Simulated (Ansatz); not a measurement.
One change: `BOC[SiH2]Cl` becomes `NC[SiH2]Cl`.

Ansatz, PBE0-D4/def2-TZVP geometries, multiplicity 1. Each molecule was computed in one conformer, which needn't be the lowest.

| property | `BOC[SiH2]Cl` |
| --- | --- |
| LUMO energy (PBE0/def2-TZVPP) / eV | -0.66 |
| size of the dipole moment (ωB97M-V/def2-TZVPP) / D | 0.43 |
| HOMO–LUMO gap (ωB97M-V/def2-TZVPP) / eV | 12.02 |
| HOMO–LUMO gap (B3LYP/def2-TZVPP) / eV | 7.46 |
| HOMO energy (ωB97M-V/def2-TZVPP) / eV | -10.83 |
| HOMO–LUMO gap (PBE/def2-TZVPP) / eV | 5.63 |

Give the same properties after the change, and the shifts. (Estimate.)

The calculation gave: 
```csv
property,`NC[SiH2]Cl`,shift
LUMO energy (PBE0/def2-TZVPP) / eV,0.31,0.97
size of the dipole moment (ωB97M-V/def2-TZVPP) / D,2.01,1.58
HOMO–LUMO gap (ωB97M-V/def2-TZVPP) / eV,11.57,-0.45
HOMO–LUMO gap (B3LYP/def2-TZVPP) / eV,6.96,-0.50
HOMO energy (ωB97M-V/def2-TZVPP) / eV,-9.53,1.30
HOMO–LUMO gap (PBE/def2-TZVPP) / eV,5.05,-0.58
```

With PBE0 the HOMO rises by 1.45 eV and the LUMO rises by 0.97 eV, so the gap narrows by about 0.48 eV. PBE moves the HOMO by 1.65 eV and ωB97M-V by 1.30 eV. Dipoles are sizes alone; their direction can turn.

B3LYP here is the variant with VWN-RPA as its local correlation; programs differ in this.
